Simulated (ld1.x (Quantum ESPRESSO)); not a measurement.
# Scattering properties, RRKJ potential for Co

- Element: Co (Z = 27)
- Generator: ld1.x (Quantum ESPRESSO) 7.5
- Type: norm-conserving RRKJ (Kleinman–Bylander form)
- Functional: PW91
- Relativity: scalar-relativistic
- Frozen core: [Ne] 3s2
- Valence charge: 15
- Reference configuration: 3p6 3d7 4s2 4p0
- Partial waves: 4s (bound): rc 2.00 bohr; 3p (bound): rc 1.00 bohr; 3d (bound): rc 1.05 bohr
- Local potential: all-electron potential smoothed inside 1.95 bohr (lloc = -1)
- Core correction: a·sin(br)/r model core inside 0.45 bohr
- rho0: 0.02

The phase is arctan(r·u′/u) with u = r·R(r), unwrapped; energies in Ry, scanned from -7 to 5 Ry. A pole is an energy at which the radial function vanishes at the test radius. The pseudo phase is shifted by a multiple of π to meet the all-electron one at the reference energy, and phase errors are pseudo minus all-electron; the curves can meet again beyond the range given. Levels narrower than the energy grid can be missing from the lists of poles.

```json
{"channel": "s", "radius (bohr)": "2.19", "reference energy (Ry)": "-0.41", "poles, all-electron": "2.99", "poles, pseudo": "1.41, 4.25", "unbroken range about the reference energy with phases within 0.05 rad": "below 0.6", "phase error 1 Ry above the reference energy (rad)": "-0.051"}
{"channel": "p", "radius (bohr)": "2.19", "reference energy (Ry)": "-4.83", "poles, all-electron": "-4.78, 4.23", "poles, pseudo": "-4.78, 4.96", "unbroken range about the reference energy with phases within 0.05 rad": "below -0.4", "phase error 1 Ry above the reference energy (rad)": "+0.001"}
{"channel": "d", "radius (bohr)": "2.19", "reference energy (Ry)": "-0.61", "poles, all-electron": "-0.37", "poles, pseudo": "-0.37", "unbroken range about the reference energy with phases within 0.05 rad": "below 1.4", "phase error 1 Ry above the reference energy (rad)": "+0.011"}
```

Phases in the p channel:

```tsv
E (Ry)	all-electron	pseudo
-7.00	1.385	1.386
-6.74	1.381	1.381
-6.48	1.375	1.376
-6.22	1.369	1.369
-5.96	1.362	1.362
-5.70	1.352	1.352
-5.44	1.337	1.338
-5.18	1.306	1.306
-4.92	1.030	1.032
-4.66	-1.703	-1.703
-4.40	-1.759	-1.758
-4.14	-1.780	-1.779
-3.88	-1.795	-1.793
-3.62	-1.808	-1.806
-3.36	-1.820	-1.818
-3.10	-1.834	-1.831
-2.84	-1.848	-1.845
-2.58	-1.864	-1.860
-2.32	-1.881	-1.877
-2.06	-1.902	-1.896
-1.80	-1.926	-1.919
-1.54	-1.955	-1.945
-1.28	-1.991	-1.977
-1.02	-2.035	-2.016
-0.76	-2.093	-2.066
-0.50	-2.170	-2.131
-0.24	-2.278	-2.217
0.02	-2.435	-2.339
0.28	-2.670	-2.514
0.54	-3.010	-2.768
0.80	-3.419	-3.113
1.06	-3.787	-3.495
1.32	-4.051	-3.822
1.58	-4.227	-4.057
1.84	-4.347	-4.218
2.10	-4.433	-4.331
2.36	-4.496	-4.412
2.62	-4.545	-4.474
2.88	-4.585	-4.522
3.14	-4.617	-4.560
3.40	-4.645	-4.592
3.66	-4.668	-4.619
3.92	-4.690	-4.642
4.18	-4.709	-4.663
4.44	-4.726	-4.681
4.70	-4.743	-4.697
4.96	-4.759	-4.713
```
